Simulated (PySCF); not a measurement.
Compound: C9H14.
Numbering: `[CH2:1]=[CH:2][C:3]([CH:4]=[CH2:5])=[C:6]([CH3:7])[CH2:8][CH3:9]` (hydrogens: H10, H11 on C1; H12 on C2; H13 on C4; H14, H15 on C5; H16, H17, H18 on C7; H19, H20 on C8; H21, H22, H23 on C9)

The geometry is computed with GFN2-xTB (gas phase).

Q: List the bond lengths, angles and torsions at this level.

A: 
```json
{"bond": "C1=C2", "length (Å)": "1.328", "order": "double"}
{"bond": "C2–C3", "length (Å)": "1.462", "order": "single"}
{"bond": "C3–C4", "length (Å)": "1.471", "order": "single"}
{"bond": "C4=C5", "length (Å)": "1.325", "order": "double"}
{"bond": "C3=C6", "length (Å)": "1.348", "order": "double"}
{"bond": "C6–C7", "length (Å)": "1.503", "order": "single"}
{"bond": "C6–C8", "length (Å)": "1.504", "order": "single"}
{"bond": "C8–C9", "length (Å)": "1.531", "order": "single"}
{"bond": "C1–H10", "length (Å)": "1.077", "order": "single"}
{"bond": "C1–H11", "length (Å)": "1.077", "order": "single"}
{"bond": "C2–H12", "length (Å)": "1.081", "order": "single"}
{"bond": "C4–H13", "length (Å)": "1.083", "order": "single"}
{"bond": "C5–H14", "length (Å)": "1.078", "order": "single"}
{"bond": "C5–H15", "length (Å)": "1.077", "order": "single"}
{"bond": "C7–H16, C7–H17, C7–H18", "length (Å)": "1.089", "order": "single"}
{"bond": "C8–H19, C8–H20", "length (Å)": "1.092", "order": "single"}
{"bond": "C9–H21, C9–H22, C9–H23", "length (Å)": "1.088", "order": "single"}
```

Bonds in one row agree within 0.01 Å and their mean is given. Orders are formal, as drawn. A selection of angles:
```json
{"angle": "C1–C2–C3", "degrees": "125.1"}
{"angle": "C2–C3–C4", "degrees": "117.8"}
{"angle": "C2–C3–C6", "degrees": "122.4"}
{"angle": "C4–C3–C6", "degrees": "119.8"}
{"angle": "C3–C4–C5", "degrees": "124.7"}
{"angle": "C3–C6–C7", "degrees": "121.3"}
{"angle": "C3–C6–C8", "degrees": "123.8"}
{"angle": "C7–C6–C8", "degrees": "114.9"}
{"angle": "C6–C8–C9", "degrees": "111.3"}
```

Dihedral angles: C1–C2–C3–C4 24° (synperiplanar); C2–C3–C4–C5 42° (synclinal); C2–C3–C6–C7 -177° (antiperiplanar); C3–C6–C8–C9 -95° (anticlinal). The mirror-image conformer, all signs reversed, is as good.

The C–C distances run from 1.325 Å (C4=C5, drawn double) to 1.531 Å (C8–C9, drawn single), a spread of 0.206 Å. Of the pairs four or more bonds apart, H12···H20 is among the closest relative to their van der Waals radii: 2.16 Å, 90 % of the sum of Bondi's values.

Point group: C1 (no symmetry element, even within 0.4 Å). Not checked by GFN2-xTB frequencies. One conformer, not necessarily the lowest.
